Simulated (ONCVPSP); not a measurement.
## Scattering properties, ONCV potential for S

ONCVPSP 4.0.1 input, shortened (lines: element, Z, core and valence counts, functional; n l f; lmax; l rc ep ncon nbas qcut; lloc lpopt rc5 dvloc0; l nproj debl; icmod fcfact rcfact), PBE, non-relativistic:

```
  S 16.00    1    4        4      upf
    1    0    2.00
    2    0    2.00
    2    1    6.00
    3    0    2.00
    3    1    4.00
    2
    0    0.95    0.00    5    8   15.40
    1    0.90    0.00    4    7   12.60
    2    0.85    0.35    4    9   13.10
    4    5    0.80    0.00
    0    2    2.20
    1    2    2.70
    2    3    1.60
    3    6.00    1.45
```

The phase is arctan(r·R′/R) of the radial function R(r), unwrapped; energies in Ha, scanned from -9 to 5 Ha. A pole is an energy at which the radial function vanishes at the test radius. The pseudo phase is shifted by a multiple of π to meet the all-electron one at the reference energy, and phase errors are pseudo minus all-electron; the curves can meet again beyond the range given. Levels narrower than the energy grid can be missing from the lists of poles.

| channel | radius (bohr) | reference energy (Ha) | poles, all-electron | poles, pseudo | unbroken range about the reference energy with phases within 0.05 rad | phase error 1 Ha above the reference energy (rad) |
| --- | --- | --- | --- | --- | --- | --- |
| s | 0.96 | -0.63 | -7.13 | -7.13 | the whole range | -0.000 |
| p | 0.91 | -0.26 | -5.06 | -5.06 | the whole range | +0.000 |
| d | 0.86 | 0.35 | none | none | the whole range | +0.000 |

Phases in the d channel:

| E (Ha) | all-electron | pseudo |
| --- | --- | --- |
| -8.96 | 1.212 | 1.212 |
| -8.60 | 1.202 | 1.202 |
| -8.24 | 1.193 | 1.193 |
| -7.88 | 1.183 | 1.183 |
| -7.52 | 1.172 | 1.172 |
| -7.16 | 1.160 | 1.160 |
| -6.80 | 1.147 | 1.147 |
| -6.44 | 1.133 | 1.133 |
| -6.08 | 1.118 | 1.118 |
| -5.72 | 1.101 | 1.101 |
| -5.36 | 1.083 | 1.083 |
| -5.00 | 1.064 | 1.064 |
| -4.64 | 1.042 | 1.042 |
| -4.28 | 1.018 | 1.018 |
| -3.92 | 0.991 | 0.991 |
| -3.56 | 0.961 | 0.961 |
| -3.20 | 0.926 | 0.926 |
| -2.84 | 0.888 | 0.888 |
| -2.48 | 0.844 | 0.844 |
| -2.12 | 0.793 | 0.793 |
| -1.76 | 0.735 | 0.735 |
| -1.40 | 0.668 | 0.668 |
| -1.04 | 0.589 | 0.589 |
| -0.68 | 0.498 | 0.498 |
| -0.32 | 0.393 | 0.393 |
| 0.04 | 0.273 | 0.273 |
| 0.40 | 0.138 | 0.138 |
| 0.76 | -0.009 | -0.009 |
| 1.12 | -0.162 | -0.162 |
| 1.48 | -0.315 | -0.315 |
| 1.84 | -0.462 | -0.462 |
| 2.20 | -0.597 | -0.597 |
| 2.56 | -0.718 | -0.718 |
| 2.92 | -0.823 | -0.823 |
| 3.28 | -0.915 | -0.915 |
| 3.64 | -0.994 | -0.994 |
| 4.00 | -1.062 | -1.062 |
| 4.36 | -1.121 | -1.121 |
| 4.72 | -1.173 | -1.173 |
